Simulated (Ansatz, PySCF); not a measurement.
SiCl₂, SMILES [Si](Cl)Cl (connectivity only; charge and spin as stated), neutral, multiplicity 1. Atoms are numbered in the order given.

```xyz
3

Si     0.0000     0.0000     0.9328
Cl     0.0000     1.6067    -0.3841
Cl     0.0000    -1.6067    -0.3841
```
Charge 0, spin multiplicity 1.

Geometry: PBE0-D3(BJ)/def2-TZVP. The isomer is the one that the SMILES or the coordinates give; other isomers of the formula were not compared.

Vertical ionisation energy (IE) and electron affinity (EA) in eV. Rows of orbital energies are one-electron estimates. Where ΔSCF, EOM or ADC give a negative EA the extra electron is unbound and the value depends on the basis.

```tsv
level	IE	EA
−ε(HOMO), −ε(LUMO), ωB97X/def2-TZVPD (PySCF)	10.02	0.83
−ε(HOMO), −ε(LUMO), PBE/def2-TZVPD (PySCF)	6.70	3.70
ADC(2)/aug-cc-pVDZ (PySCF)	9.70	1.04
ΔSCF, CAM-B3LYP/def2-TZVPD (Ansatz), final states of multiplicity 2 and 2	10.08	1.02
ΔSCF, PBE/def2-TZVPD (Ansatz), final states of multiplicity 2 and 2	9.78	0.93
```

**Question.** What vertical singlet–triplet gap does ΔSCF give with CAM-B3LYP/def2-TZVPD (Ansatz, a program for electronic structure) and with PBE/def2-TZVPD (Ansatz)? (An estimate is asked for; the answer gives what the named calculation found.)

**Answer.** 2.45 and 2.33 eV (triplet above singlet where positive).

**Question.** Beyond the first one, list the lowest photoelectron lines from PySCF 2.14.0 with ADC(2)/aug-cc-pVDZ with their pole strengths (two spins summed). (The exact figures need the calculation; the answer reports its results.)

**Answer.** 11.13 eV (1.78), 11.68 eV (1.78), 12.59 eV (1.78), 12.72 eV (1.77), 13.75 eV (1.77).
